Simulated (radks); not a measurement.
Problem. These are the eigenvalues of the occupied orbitals of an atom or ion with whole-number occupations (eV). Calculated with a radial shooting solver on a logarithmic mesh with Libxc functionals: Dirac Kohn-Sham, PBE, spin-unpolarised, spherical densities, point nucleus.

1s1/2: -32970.26
2s1/2: -5100.191
2p1/2: -4785.618
2p3/2: -4486.880
3s1/2: -1036.910
3p1/2: -906.8961
3p3/2: -850.6774
3d3/2: -621.7103
3d5/2: -609.8895
4s1/2: -189.7761
4p1/2: -144.4140
4p3/2: -133.4677
4d3/2: -60.5831
4d5/2: -58.8676
5s1/2: -26.1056
5p1/2: -16.0320
5p3/2: -14.8955

Which element is it, and in what charge state? The configuration may be excited. Open shells, if any, fill j = l - 1/2 first.

Solution. Z = 53, iodine, charge +1: I+ in [Kr] 4d10 5s2 5p4. The list shows which subshells hold electrons but not how many an open one holds; the 1s level, -1211.6 hartree, gives Z - s = 49.2 by -(Z - s)^2/2, which with screening and relativity narrows Z to a few neighbours, and the depths of the outer levels then fix element, charge and occupations together.
